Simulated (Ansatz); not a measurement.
Consider the isomerisation: `CBN(C)[SiH3]` → `CBC(N)[SiH3]`.

Computed with Ansatz on PBE0-D4/def2-TZVP structures; ΔE is electronic, products minus reactants. CCSD(T)/CBS adds triple-zeta CCSD(T) − MP2 to the extrapolated MP2 energy (def2 sets, frozen cores). Functionals use def2-TZVPP. One conformer a species, not always the lowest.

```tsv
level	ΔE (kJ/mol)
revPBE-D4	157.5
MP2/def2-QZVPP	176.7
```

Task: What does CCSD(T)/CBS give? (Best estimate.)

Result: Ansatz gave: +173.3 kJ/mol. The listed levels differ from it by -15.8, 3.4 kJ/mol.

Task: What do rigid-rotor, harmonic-oscillator terms from PBE0-D4/def2-TZVP frequencies (298.15 K, 1 bar) make of the CCSD(T)/CBS value? (An estimate is asked.)

Result: Computed: ΔZPE = -3.7 kJ/mol, ΔH = +169.9 kJ/mol, ΔS = -4 J/(mol·K), ΔG = +171.0 kJ/mol.

Largest T1 diagnostic among the species: 0.012.

Leaving LDA and LC-ωPBE aside and taking each functional with its dispersion term where it has one, the values, not all of them listed here, spread over 21.3 kJ/mol, from revPBE-D4 to BHLYP-D4. From BLYP to BHLYP (50 % exact exchange), in def2-TZVPP and without D4, ΔE moves by +8.2 kJ/mol. At CCSD(T), def2-SVP lies +10.1 kJ/mol from the extrapolated value and def2-TZVPP +1.9 kJ/mol.

CCSD(T)/CBS has its own doubt, a few kJ/mol and more with outer-core shells, so smaller differences from it don't rank the levels.
